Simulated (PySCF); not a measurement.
# Multinuclear NMR of C5H7O2PSi

Atom-mapped SMILES (the numbers label the heavy atoms): `[CH3:1][C:2](=[O:3])[c:4]1[o:5][cH:6][p:7][c:8]1[SiH3:9]`. Hydrogens are named by the atom that carries them.

PySCF 2.14 calculation with GFN2-xTB structure and PBE0/pcSseg-1 with gauge-including orbitals; rapidly exchanging positions averaged, no solvent model, no relativistic terms, single conformer.

Question: What are the ³¹P shifts?

Answer: 
```
atoms                                     environment  σ (ppm)  δ (ppm)
   P7  phosphorus bonded to 2 C, in a 5-membered ring    150.2    145.7
```

Shieldings were converted by a linear fit to measured shifts: ³¹P: δ = 270.09 − 0.828σ (rms 18.1 ppm, 64 shifts vs H3PO4, solution or neat liquid). A few per cent of atoms miss by over 2 rms, more outside the fitted compound classes.

On a 400 MHz spectrometer ³¹P resonates near 161.9 MHz, so 1 ppm is 161.9 Hz.

Question: Where does ²⁹Si resonate?

Answer: 
```
atoms               environment  σ (ppm)  δ (ppm)
  Si9  silicon bonded to C, 3 H    432.0    -75.2
```

Shieldings were converted by a linear fit to measured shifts: ²⁹Si (scatter 8.9 ppm rms, 25.8 ppm with the 6 outliers that the fit left out vs TMS, solution or neat liquid). A few per cent of atoms miss by over 2 rms, more outside the fitted compound classes.

On a 600 MHz spectrometer ²⁹Si resonates near 119.2 MHz, so 1 ppm is 119.2 Hz.

Question: Predict the ¹⁷O NMR data.

Answer: 
```tsv
atoms	environment	σ (ppm)	δ (ppm)
O3	ketone oxygen	-281.5	523.1
O5	aromatic ring oxygen	-25.5	290.0
```

Shieldings were converted by a linear fit to measured shifts: ¹⁷O: δ = 266.70 − 0.911σ (rms 10.7 ppm, 155 shifts, 12.2 ppm with the 3 outliers that the fit left out vs liquid water, solution or neat liquid). A few per cent of atoms miss by over 2 rms, more outside the fitted compound classes.

On a 600 MHz spectrometer ¹⁷O resonates near 81.3 MHz, so 1 ppm is 81.3 Hz.
